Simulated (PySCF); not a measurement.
**Shapes and spin states of IrSF₂**

These are results of PBE0/[Ir def2-SVP with ECP60, S def2-SVP, F def2-SVP], scalar-relativistic core potentials, density fitting, no spin–orbit coupling, PySCF, not measurements.

Relaxations began from a few typed shapes and spin states; open shells are unrestricted. The search is not exhaustive: other isomers or separated fragments can lie lower, and high-lying points may rest on an excited occupation.

(1) Which is the lowest minimum found?
A. doublet C2v: Ir–F 1.850 Å (×2), Ir–S 2.036 Å; F–Ir–F 129.4°, F–Ir–S 115.3° (×2)
B. quartet C2v: Ir–F 1.878 Å (×2), Ir–S 2.083 Å; F–Ir–F 98.3°, F–Ir–S 130.8° (×2)
C. broken-symmetry Ms = 1/2 (⟨S²⟩ 1.76) C2v: Ir–F 1.858 Å (×2), Ir–S 2.114 Å; F–Ir–F 162.4°, F–Ir–S 98.8° (×2)
D. doublet C2v: Ir–F 1.850 Å (×2), Ir–S 2.036 Å; F–Ir–F 129.4°, F–Ir–S 115.3° (×2)
E. doublet Cs: Ir–F 1.872 Å (×2), Ir–S 2.030 Å; F–Ir–F 86.9°, F–Ir–S 136.6° (×2)
F. sextet C2v: Ir–F 1.895 Å (×2), Ir–S 2.315 Å; F–Ir–F 161.5°, F–Ir–S 99.2° (×2)
G. quartet C2v: Ir–F 1.864 Å (×2), Ir–S 2.098 Å; F–Ir–F 162.4°, F–Ir–S 98.8° (×2)

## Answers

(1) G. The others lie at 13.5 (doublet C2v), 13.7 (doublet C2v), 35.4 (broken-symmetry Ms = 1/2 C2v), 63.2 (doublet Cs, a saddle point), 63.7 (quartet C2v), 212.1 (sextet C2v) kJ/mol above it.

Formally Ir is in oxidation state +4, d5, with 3 unpaired electrons (the high-spin count would be 5). The Mulliken spin on Ir is 1.61. The polar-tensor charge on Ir, 1.06, is far below the formal one.

For the lowest minimum: with open d or f shells other occupations or spin states may lie lower. No spin–orbit coupling is included, which matters more the heavier the element.
